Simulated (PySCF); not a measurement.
SCF from a fresh guess for quartet RhF₄, at the PBE0 minimum. PySCF input:

```python
from pyscf import gto, scf, dft
mol = gto.M(atom='''
Rh     0.000000     0.000000     0.000000
F      1.822307     0.000000     0.000000
F     -0.000000     1.822307    -0.000000
F     -1.822307    -0.000000    -0.000000
F      0.000000    -1.822307     0.000000''',
    basis={'Rh': 'def2-SVP', 'F': 'def2-SVP'},
    ecp={'Rh': 'def2-SVP'},
    charge=0, spin=3)
mf = dft.UKS(mol, xc='PBE0')
mf.grids.atom_grid = (50, 194)
aux = {'Rh': 'def2-universal-JKFIT', 'F': 'def2-universal-JKFIT'}
mf = mf.density_fit(auxbasis=aux)
mf.conv_tol = 1e-08
mf.diis_space = 10
mf.max_cycle = 60
mf.init_guess = 'minao'
mf.verbose = 4
mf.kernel()
```

Excerpt of the output (cycles alone):

```
init E= -499.106536870996
cycle= 1 E= -508.992919738838  delta_E= -9.89  |g|= 0.531  |ddm|= 2.43
cycle= 2 E= -508.818087211233  delta_E= 0.175  |g|= 0.824  |ddm|=  1.2
cycle= 3 E= -509.097688173098  delta_E= -0.28  |g|= 0.364  |ddm|= 0.865
cycle= 4 E= -509.14112282172  delta_E= -0.0434  |g|= 0.103  |ddm|= 0.271
cycle= 5 E= -509.145316895286  delta_E= -0.00419  |g|= 0.0171  |ddm|= 0.0719
cycle= 6 E= -509.14547335992  delta_E= -0.000156  |g|= 0.00353  |ddm|= 0.02
cycle= 7 E= -509.145482592314  delta_E= -9.23e-06  |g|= 0.000441  |ddm|= 0.00586
cycle= 8 E= -509.145482973807  delta_E= -3.81e-07  |g|= 7.43e-05  |ddm|= 0.00151
cycle= 9 E= -509.145482981499  delta_E= -7.69e-09  |g|= 7.05e-06  |ddm|= 0.000209
Extra cycle  E= -509.145482981592  delta_E= -9.32e-11  |g|= 3.68e-06  |ddm|= 1.75e-05
converged SCF energy = -509.145482981592  <S^2> = 3.7598253  2S+1 = 4.0049096
```

No lower solution of this spin was found from smeared starts or by a stability analysis within the unrestricted form.

Other spin states or occupations of the open shell can lie lower.

The search for the lowest solution, 3 starts and the stability check together, took 28 s on 2 threads of a shared Arm Neoverse N1 host, with 87 basis functions; the process peaked at 0.51 GiB.
